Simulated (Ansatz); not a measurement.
Geometry optimisation, Ansatz, RKS B3LYP-D4/def2-mTZVP.

input.yaml

```yaml
crystal:
  periodic: [false, false, false]
  atoms:
    - { symbol: "N", position_ang: [-1.37765, -0.05247, -1.16039] }
    - { symbol: Zn, position_ang: [-0.11699, -0.03722, 0.17702] }
    - { symbol: "N", position_ang: [1.6079, -0.02733, 0.81216] }
    - { symbol: H, position_ang: [-2.08944, -0.76921, -1.14851] }
    - { symbol: H, position_ang: [-1.86165, 0.81569, -1.3445] }
    - { symbol: H, position_ang: [2.22749, 0.71364, 0.51517] }
    - { symbol: H, position_ang: [2.13739, -0.88335, 0.72141] }
basis:
  gaussian: { orbitals: def2-mTZVP }
hamiltonian:
  xc: b3lyp
  dispersion: d4
relax:
  f_tol: 0.015
  max_steps: 40
```

Command:

```bash
$ ansatz run input.yaml --threads 1 --pin off --max-ram 2048MiB --backend cpu --events-out ev --progress --plain --runs-dir out
```

**Question.** Where does it end, and by what steps?

**Answer.** It converged. The force dipped under the threshold on the way, but the program's further checks kept it going. After 13 steps the energy has fallen by 0.283 eV; H6 moved furthest, 0.72 Å.

```csv
step,energy less start (eV),largest force component (eV/Å),accepted
0,0.0000,0.758,yes
1,-0.1569,0.483,yes
2,-0.2229,0.276,yes
3,-0.2238,0.319,yes
4,-0.2331,0.054,yes
5,-0.2490,0.230,yes
6,-0.1645,1.314,no
7,-0.2641,0.118,yes
8,-0.2757,0.042,yes
9,-0.2824,0.094,yes
10,-0.2819,0.172,no
11,-0.2833,0.014,yes
12,-0.2832,0.023,no
13,-0.2833,0.014,yes
```

```xyz
7
Properties=species:S:1:pos:R:3
N -1.494 -0.180 -1.137
Zn 0.071 -0.081 -0.197
N 1.618 -0.192 0.771
H -2.335 -0.375 -0.606
H -1.699 0.583 -1.772
H 1.966 0.667 1.183
H 2.400 -0.663 0.330
```

Whether the end is a true minimum wasn't checked by a vibrational analysis.

Run time: 36 s on 1 CPU thread of a shared host.
